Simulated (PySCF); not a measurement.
WOCl3, SMILES [O]=[W]([Cl])([Cl])[Cl] (connectivity only; charge and spin as stated), neutral, multiplicity 2.

Geometry: B3LYP-D3(BJ)/def2-SVP. The spin state was assumed, not searched. The isomer is the one that the SMILES or the coordinates give; other isomers of the formula were not compared. The def2 effective core potentials stand for the cores of W; spin–orbit coupling is left out.

The numbers are results of PBE/def2-TZVP run with PySCF, not measurements.

total energy: -1522.62139 hartree
point group: Cs
α spin, highest occupied and lowest empty level: -5.17 and -4.55 eV
β spin, highest occupied and lowest empty level: -8.06 and -4.24 eV
dipole moment: 1.16 D
quadrupole, principal values (traceless, Buckingham form, about the centre of nuclear charge): -2.35, 1.13, 1.23 D·Å
mean static polarisability: 82.8 bohr³ (12.27 Å³)
polarisability, principal values: 70.1, 86.6, 91.7 bohr³
⟨S²⟩: 0.754 (pure state 0.75)
